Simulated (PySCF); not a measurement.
In(H)2(OSiH3), SMILES [InH2][O][SiH3], singlet, PBE0/def2-SVP optimised geometry.

```
8

In    -1.57     1.00     1.08
H     -1.69     2.53     0.34
H     -2.19     0.25     2.50
O     -0.39    -0.22     0.00
Si     0.19    -1.75     0.00
H      1.69    -1.75     0.00
H     -0.27    -2.50    -1.21
H     -0.26    -2.53     1.21
```

Density from PySCF with PBE0/def2-TZVP, def2 effective core potentials past Kr at that geometry. The core electrons that the potentials of In replace are not part of the density.

Minimum of the electron density along straight lines between bonded atoms, close to the bond critical point (lines longer than 1.1 times the sum of covalent radii, or with two minima, are not listed):

```json
[
 {"bond": "In1–H2", "length / Å": "1.711", "ρ at the minimum / e bohr⁻³": "0.109", "∇²ρ there / e bohr⁻⁵": "0.10", "position (fraction from the first atom)": "0.64"},
 {"bond": "In1–H3", "length / Å": "1.717", "ρ at the minimum / e bohr⁻³": "0.108", "∇²ρ there / e bohr⁻⁵": "0.09", "position (fraction from the first atom)": "0.64"},
 {"bond": "In1–O4", "length / Å": "2.009", "ρ at the minimum / e bohr⁻³": "0.104", "∇²ρ there / e bohr⁻⁵": "0.49", "position (fraction from the first atom)": "0.52"},
 {"bond": "O4–Si5", "length / Å": "1.643", "ρ at the minimum / e bohr⁻³": "0.138", "∇²ρ there / e bohr⁻⁵": "0.83", "position (fraction from the first atom)": "0.59"},
 {"bond": "Si5–H6", "length / Å": "1.498", "ρ at the minimum / e bohr⁻³": "0.119", "∇²ρ there / e bohr⁻⁵": "0.15", "position (fraction from the first atom)": "0.49"},
 {"bond": "Si5–H7", "length / Å": "1.498", "ρ at the minimum / e bohr⁻³": "0.119", "∇²ρ there / e bohr⁻⁵": "0.15", "position (fraction from the first atom)": "0.49"},
 {"bond": "Si5–H8", "length / Å": "1.504", "ρ at the minimum / e bohr⁻³": "0.118", "∇²ρ there / e bohr⁻⁵": "0.14", "position (fraction from the first atom)": "0.49"}
]
```
